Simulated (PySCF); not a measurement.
Ionisation energy of La(50+) by level of theory

La(50+) [He] 2s2 2p3 [2p1/2^2 2p3/2^1, M_J = 3/2] → La(51+) [He] 2s2 2p2 [2p1/2^2, M_J = 0], as a difference of total energies. All numbers are calculated (PySCF 2.14, the two-component X2C-1e Hamiltonian, in an even-tempered Gaussian basis (17 s from 30 bohr⁻², ratio 2.4; 13 p from 38 bohr⁻², ratio 2.4; 5 d from 130 bohr⁻², ratio 2.6; 4 f from 200 bohr⁻², ratio 2.6)). Correlated levels: nothing frozen; the 32 highest virtual spinors dropped. "Screened" scales the spin-orbit matrix elements by Boettger's factors to mimic the two-electron term; Breit and QED terms are absent.

```csv
method,ionisation energy (eV)
GHF (spin-free),9614.7
GMP2 (spin-free),9614.5
GHF (screened spin-orbit),9443.7
GMP2 (screened spin-orbit),9443.4
```

For this ion Breit and QED terms and the two-electron picture change, all absent here, outweigh the correlation shift from GHF to GMP2.

The spin-free rows relax to the high-spin LS determinant and lack the spin-orbit shift.

The labels give the starting determinants; with spin-orbit coupling the two ends relaxed to ⟨J²⟩ = 3.75, ⟨L²⟩ = 2.49, ⟨S²⟩ = 1.51 and ⟨J²⟩ = 0.00, ⟨L²⟩ = 1.33, ⟨S²⟩ = 1.33.

For comparison: 9437 ± 4 eV (theoretical estimate listed by NIST; NIST Atomic Spectra Database, ionization energies).
